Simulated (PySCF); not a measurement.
# Distorted geometries of Ce(NH2)4

Ce(NH2)4 (singlet). PySCF 2.14.0, RKS r2SCAN, Ce lcecp-2-SVP with ECP46, N def2-SVP, H def2-SVP; non-relativistic Hamiltonian with scalar-relativistic core potentials where named; density fitting; no spin-orbit coupling. Relaxed geometry:

```xyz
13

Ce    0.0000    0.0000    0.0000
N     1.2819    1.2424    1.3064
H     1.2334    1.3837    2.3162
H     2.1372    1.7019    0.9869
N    -1.2819   -1.3064    1.2424
H    -2.1383   -0.9867    1.7010
H    -1.2323   -2.3165    1.3843
N     1.2819   -1.2424   -1.3064
H     2.1372   -1.7019   -0.9869
H     1.2334   -1.3837   -2.3162
N    -1.2819    1.3064   -1.2424
H    -1.2323    2.3165   -1.3843
H    -2.1383    0.9867   -1.7010
```

Task: Order these distorted geometries by energy above the relaxed one, lowest first.
A.
```xyz
13

Ce   -0.0001   -0.0320    0.1951
N     1.2189    1.2820    1.0630
H     1.4179    1.3834    2.2904
H     2.1452    1.5009    1.1744
N    -1.1626   -1.3672    1.4104
H    -2.2120   -0.8593    1.7105
H    -1.2857   -2.2959    1.3925
N     1.2927   -1.2409   -1.1548
H     2.0073   -1.4427   -1.1196
H     1.1840   -1.3830   -2.4454
N    -1.1609    1.3351   -1.3124
H    -1.4276    2.1785   -1.3356
H    -2.0172    0.9410   -1.8686
```
B.
```xyz
13

Ce    0.0037    0.0260    0.0918
N     1.2665    1.2351    1.3959
H     1.1932    1.3814    2.2888
H     2.1255    1.7201    0.9279
N    -1.2653   -1.2859    1.2543
H    -2.1450   -1.0164    1.6680
H    -1.1835   -2.3306    1.4034
N     1.2494   -1.2943   -1.3376
H     2.1380   -1.7257   -1.0106
H     1.2237   -1.4029   -2.3143
N    -1.2889    1.3484   -1.1722
H    -1.2331    2.3343   -1.4494
H    -2.0841    1.0105   -1.7459
```
C.
```xyz
13

Ce    0.0106   -0.0063   -0.0479
N     1.2839    1.2297    1.3426
H     1.2532    1.4300    2.3208
H     2.1113    1.7547    0.9982
N    -1.2734   -1.3293    1.2440
H    -2.1582   -0.9857    1.6950
H    -1.2437   -2.3167    1.3751
N     1.2899   -1.2379   -1.3006
H     2.1646   -1.6844   -0.9566
H     1.1916   -1.3979   -2.3088
N    -1.2795    1.2712   -1.2594
H    -1.2456    2.2814   -1.3889
H    -2.1047    0.9912   -1.7135
```

Result: C (0.17 eV), B (0.70 eV), A (8.07 eV).

Task: Which forces (eV/Å) act in the one that lies 8.07 eV up?

Result: 
```
Ce   -2.69  -1.48  -5.44
N     1.28   2.49   8.01
H    -2.23  -0.53  -3.30
H     4.15   1.18  -1.82
N    -3.68   6.15   1.85
H     3.73  -2.08  -0.94
H    -0.90  -4.86   0.15
N   -31.35   8.17  -6.89
H    31.38  -8.93   2.16
H    -0.09   0.76   5.15
N     0.45 -10.39  -0.26
H    -1.99   9.48   0.18
H     1.94   0.04   1.15
```
Forces carry noise of the integration grid, about 0.01 to 0.03 eV/Å.

No frequency check is given that shows the relaxed geometry to be a minimum.
